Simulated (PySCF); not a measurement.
**Löwdin shares of the frontier orbitals**

Species: C7H5F5O.
SMILES with atom numbers: `[F:1][C:2]([F:3])([F:4])[C:5]([F:6])([F:7])[CH:8]1[CH:9]=[CH:10][O:11][CH:12]=[CH:13]1` (hydrogens: H14 on C8; H15 on C9; H16 on C10; H17 on C12; H18 on C13)

Cartesian coordinates in Å at the PBE0-D3(BJ)/def2-SVP level; atoms count from 1:
```xyz
18
C7H5F5O angstrom
F     -3.2383   -0.6620    0.4455
C     -1.9845   -0.2334    0.5271
F     -1.9983    1.0938    0.5720
F     -1.4609   -0.6921    1.6582
C     -1.1831   -0.7308   -0.6923
F     -1.3047   -2.0756   -0.7106
F     -1.8104   -0.2451   -1.7851
C      0.3032   -0.3676   -0.7704
C      0.5515    1.1105   -0.8558
C      1.3416    1.7481    0.0106
O      2.0059    1.1568    1.0338
C      1.8739   -0.1879    1.1459
C      1.1171   -0.9465    0.3507
H      0.5824   -0.8526   -1.7291
H      0.0743    1.6856   -1.6503
H      1.5418    2.8196   -0.0283
H      2.4737   -0.5814    1.9681
H      1.0905   -2.0228    0.5260
```

Computed with TDDFT wB97X-D/def2-SVPD, vertical, gas phase, core orbitals frozen in the response (PySCF).

Kohn–Sham orbitals with the atoms that hold most of them (Löwdin shares over 4%, at most four atoms; ? is withheld):

```json
{"orbital": "LUMO+2", "ε (eV)": "2.55", "atoms": "O11 15%, C12 14%, C10 14%, C13 9%"}
{"orbital": "LUMO+1", "ε (eV)": "2.15", "atoms": "C10 13%, C12 13%, O11 10%, C9 8%"}
{"orbital": "LUMO", "ε (eV)": "1.21", "atoms": "?"}
{"orbital": "HOMO", "ε (eV)": "?", "atoms": "?"}
{"orbital": "HOMO-1", "ε (eV)": "-10.35", "atoms": "C10 21%, C12 21%, C9 20%, C13 20%"}
{"orbital": "HOMO-2", "ε (eV)": "-12.23", "atoms": "O11 25%, C10 9%, C8 9%, C12 9%"}
{"orbital": "HOMO-3", "ε (eV)": "-12.44", "atoms": "C8 19%, C13 19%, C9 18%, H15 8%"}
```

Q: Which atoms hold the LUMO, and with what shares?

A: C9 (bonded to 2 C and H) 18%; C13 (bonded to 2 C and H) 18%; C10 (bonded to C, O and H) 17%; C12 (bonded to C, O and H) 17%.

Q: Which atoms hold the HOMO, and with what shares?

A: O11 (bonded to 2 C) 22%; C13 (bonded to 2 C and H) 18%; C9 (bonded to 2 C and H) 17%; C12 (bonded to C, O and H) 10%. By element: carbon 45% or more, oxygen 22%.

Q: What is the HOMO energy, and the HOMO–LUMO gap?

A: ε(HOMO) = -8.63 eV; the gap is 9.84 eV (0.3615 hartree).

Q: The HOMO–LUMO gap is 9.84 eV. Where does the response calculation put the lowest singlet, and from which orbitals?

A: S1 is at 5.22 eV (f = 0.015), 4.62 eV below the gap, made of HOMO→LUMO (99%). Without the coupling terms of the response equations the lowest excitation would equal the gap.

Q: Give energy, strength and leading configuration of S1 and S2, and follow the Löwdin shares of the leading atoms from the occupied to the empty orbital.

A: 
- S1 (5.22 eV, f 0.015), HOMO→LUMO (99%): O11 22% → at most 17%, C13 18% → 18%, C9 17% → 18%
- S2 (6.67 eV, f 0.028), HOMO→LUMO+1 (86%): O11 22% → 10%, C13 18% → at most 8%, C10 at most 11% → 13%, C12 10% → 13%

Löwdin shares depend on the basis, the more so with diffuse functions.

One conformer stands for the species.
